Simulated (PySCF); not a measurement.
GeH3Br, SMILES [Br][GeH3]. Geometry: B3LYP-D3(BJ)/def2-TZVP.

Computed equilibrium geometry at B3LYP-D3(BJ)/def2-TZVP (PySCF confirms it by a frequency run) as bond lengths and angles, and its point group:
point group C3v.
Atoms: Ge1 Br2 H3 H4 H5. Bonds (Å): Ge1–Br2 2.332, Ge1–H3 1.533, Ge1–H4 1.533, Ge1–H5 1.533. Angles (°): Br2–Ge1–H3 107.1, Br2–Ge1–H4 107.1, Br2–Ge1–H5 107.1, H3–Ge1–H4 111.7, H3–Ge1–H5 111.7, H4–Ge1–H5 111.7.
Charge 0, spin multiplicity 1.
